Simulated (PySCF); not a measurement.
SMILES F[SiH] (PBE0/def2-SVP optimised geometry):

```
3

Si    -0.677    -0.812     0.000
H      0.870    -0.812     0.000
F     -0.870     0.812     0.000
```

Level of theory: PBE0/def2-TZVP (PySCF).

**Question.** What are the frontier orbital energies and the dipole moment?

**Answer.** HOMO-2 -12.51 eV, HOMO-1 -11.42 eV, HOMO -7.01 eV, LUMO -2.71 eV, LUMO+1 -0.08 eV; dipole moment 1.08 D.

On the same geometry PBE/def2-TZVP (PySCF 2.14.0) gives HOMO-2 -10.57 eV, HOMO-1 -9.75 eV, HOMO -5.87 eV, LUMO -3.57 eV, LUMO+1 -0.93 eV; dipole moment 0.96 D.

Meta-Löwdin charges at PBE0/def2-TZVP: Si1 0.60, H2 -0.12, F3 -0.48.
